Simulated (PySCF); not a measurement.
FeO4, SMILES [O]=[Fe](=[O])(=[O])=[O], multiplicity 1. Atoms are numbered in the order given.

```xyz
5

Fe     0.0000     0.0000     0.0000
O     -0.8969     0.8969    -0.8969
O      0.8969     0.8969     0.8969
O      0.8969    -0.8969    -0.8969
O     -0.8969    -0.8969     0.8969
```

Coordinates come from a PBE0-D3(BJ)/def2-SVP optimisation. The spin state was assumed, not searched.

Two levels are set side by side: PBE/pcSseg-1 (PySCF) and B3LYP/pcSseg-1 (PySCF). GIAO shifts against H2O (¹⁷O) at the same level; non-relativistic, no solvent, atoms listed together averaged. Differences are taken from unrounded values.

```tsv
quantity	PBE
δ(¹⁷O) of O2, O3, O4, O5 (ppm)	1420.9
```

Question: These are the PBE values. What does B3LYP give? (Estimate from the structure and the level; the computed values follow.)

Answer: 
```
quantity                         B3LYP  PBE minus B3LYP
------------------------------  ------  ---------------
δ(¹⁷O) of O2, O3, O4, O5 (ppm)  2005.3           -584.4
```

Rough cost on one machine, each run with all the roots and properties that it gave: B3LYP against PBE within a factor of 2.
